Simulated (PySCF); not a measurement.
C4H6BF.
Geometry (PBE0-D3(BJ)/def2-SVP, Å), atoms numbered from 1 in this order:
```
atom  x, y, z in Å
B1     2.1165    0.1084    0.1725
C2     0.5997    0.0553    0.0573
C3    -0.3883    0.9352    0.3578
F4    -0.3782    2.1483    0.8452
C5    -1.5561    0.1081   -0.0457
C6    -0.4655   -0.9436   -0.4128
H7     2.6438    1.0973    0.6271
H8     2.8039   -0.8224   -0.1819
H9    -2.2443   -0.1715    0.7681
H10   -2.1462    0.5058   -0.8873
H11   -0.4271   -1.1940   -1.4839
H12   -0.5218   -1.8746    0.1712
```

Jobs on this species (12 atoms, 44 electrons) with PySCF (density fitting). Hardware of each: one thread, Arm Neoverse V2 (aarch64), shared host. The host was shared with other jobs, so the times are rough. Peak memory is the resident size of the whole Python process, interpreter and libraries included.

Problem. Rank these jobs by wall time, shortest first.
A. HF/pcSseg-2; shieldings, ring-centre shieldings; 300 basis functions
B. B97-D/pcSseg-2; shieldings, ring-centre shieldings; 300 basis functions
C. PBE0/STO-3G; shieldings, ring-centre shieldings, charges and field gradients; 36 basis functions
D. PBE0/cc-pVDZ; shieldings, ring-centre shieldings, charges and field gradients; 114 basis functions

Solution. C (2.4 s), D (8.4 s), A (20 s), B (48 s).

All jobs:

```json
{"level and settings": "PBE0/STO-3G", "work": "shieldings, ring-centre shieldings, charges and field gradients", "basis functions": "36", "SCF cycles": "13", "wall time": "2.4 s", "peak memory": "0.56 GiB"}
{"level and settings": "PBE0/6-31G*", "work": "shieldings, ring-centre shieldings, charges and field gradients", "basis functions": "96", "SCF cycles": "13", "wall time": "6.4 s", "peak memory": "0.54 GiB"}
{"level and settings": "PBE0/cc-pVDZ", "work": "shieldings, ring-centre shieldings, charges and field gradients", "basis functions": "114", "SCF cycles": "14", "wall time": "8.4 s", "peak memory": "0.64 GiB"}
{"level and settings": "HF/pcSseg-2", "work": "shieldings, ring-centre shieldings", "basis functions": "300", "SCF cycles": "12", "wall time": "20 s", "peak memory": "1.1 GiB"}
{"level and settings": "PBE0/cc-pVTZ", "work": "shieldings, ring-centre shieldings, charges and field gradients", "basis functions": "264", "SCF cycles": "14", "wall time": "29 s", "peak memory": "0.96 GiB"}
{"level and settings": "PBE0-D3(BJ)/def2-SVP, grid level 1", "work": "geometry optimisation from a GFN2-xTB start shaken at random", "basis functions": "114", "SCF cycles": "56", "wall time": "32 s", "peak memory": "0.47 GiB"}
{"level and settings": "LDA/pcSseg-2", "work": "shieldings, ring-centre shieldings", "basis functions": "300", "SCF cycles": "15", "wall time": "38 s", "peak memory": "1.1 GiB"}
{"level and settings": "B97-D/pcSseg-2", "work": "shieldings, ring-centre shieldings", "basis functions": "300", "SCF cycles": "16", "wall time": "48 s", "peak memory": "0.92 GiB"}
{"level and settings": "KT3/pcSseg-2", "work": "shieldings, ring-centre shieldings", "basis functions": "300", "SCF cycles": "16", "wall time": "48 s", "peak memory": "0.94 GiB"}
```

Problem. What do all jobs in the table cost together?

Solution. About 3.9 min; the longest takes about 21 % of that, and about 20 times as long as the shortest.
